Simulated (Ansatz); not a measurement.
Two structures of Si2H5ClOF4, singlet, reached by relaxing down either side of one saddle point (PBE0-D4/def2-TZVP). Energies are electronic, without zero-point energy. Computed with Ansatz 0.2.0 (basis: def2-TZVPP and def2-QZVPP); correlated methods freeze the cores. Extrapolation: Hartree–Fock as exp(−7.88 √X), correlation as X^−2.97. First:

| atom | x (Å) | y (Å) | z (Å) |
| --- | --- | --- | --- |
| Si1 | -0.8015 | 0.5124 | 1.1835 |
| O2 | -0.3423 | 0.1072 | -0.3134 |
| Si3 | -1.0727 | 0.2075 | -1.8260 |
| F4 | -2.2400 | 1.1390 | 1.1219 |
| F5 | 0.1846 | 1.5651 | 1.7807 |
| F6 | -0.8401 | -0.7537 | 2.0960 |
| H7 | 2.7681 | -1.0359 | 1.2143 |
| Cl8 | 2.7948 | -0.9033 | 2.4969 |
| H9 | 1.2297 | -0.5764 | -0.4886 |
| F10 | 2.0871 | -0.9496 | -0.5775 |
| H11 | -1.3680 | 1.6287 | -2.1117 |
| H12 | -0.0849 | -0.3451 | -2.7746 |
| H13 | -2.3148 | -0.5960 | -1.8018 |

Second:

```tsv
atom	x (Å)	y (Å)	z (Å)
Si1	-0.3565	0.3442	1.4070
O2	0.1056	-0.0797	-0.2584
Si3	-0.9589	0.1939	-1.6109
F4	-1.7463	0.8421	0.6779
F5	0.0039	1.7765	1.9735
F6	-1.0754	-0.7325	2.3158
H7	2.4590	-1.0057	0.3926
Cl8	1.6267	-0.4214	2.0532
H9	0.9948	-0.4891	-0.4589
F10	2.4060	-1.1113	-0.5622
H11	-1.1921	1.6374	-1.7664
H12	-0.1016	-0.3213	-2.7039
H13	-2.1653	-0.6331	-1.4593
```

(1) Which bonds change from the first to the second?

(2) Give the saddle point's structure and its height above each. (To be estimated.)

T1 diagnostic: at most 0.012.

## Answers

(1) Si₂H₃OF₃ ([F][Si]([F])([F])[O][SiH3]) + HCl + HF → SiClF₃ ([F][Si]([F])([F])[Cl]) + SiH₄O ([OH][SiH3]) + HF (still joined by a long Si–O bond); bonds formed: Si1–Cl8, O2–H9, H7–F10; bonds broken: H7–Cl8, H9–F10; bonds weakened to dative contacts: Si1–O2.

(2) Computed: 98.3 kJ/mol above the first and 31.8 kJ/mol above the second (CCSD(T) at an estimated basis limit (MP2 extrapolated from triple and quadruple zeta, plus CCSD(T) − MP2 in triple zeta)).
```
13
angstrom
Si -0.4165 0.3596 1.3220
O 0.0706 -0.0646 -0.2541
Si -0.9293 0.1740 -1.6381
F -1.8364 0.9061 0.7786
F 0.1256 1.7048 1.9290
F -0.9599 -0.7752 2.2652
H 2.2452 -0.8833 0.6014
Cl 1.8047 -0.5198 2.0284
H 1.1170 -0.5382 -0.4819
F 2.1801 -0.9961 -0.5379
H -1.1851 1.6151 -1.8044
H -0.0633 -0.3490 -2.7175
H -2.1527 -0.6335 -1.4908
```

Labels in which every atom is bracketed show which atoms are joined, not bond orders.

For scale, one of the runs: CCSD(T)/def2-TZVPP, 351 basis functions, launched by `ansatz run in.yaml --threads 4 --pin off --events-out ev --progress --plain --max-ram 46080MiB --backend cuda --devices 0, --max-vram 37GiB`. Hardware: 4 CPU threads of an AMD EPYC 7R13 and a share of one NVIDIA H100, shared host. Wall time 18 s; peak host memory 0.89 GiB.
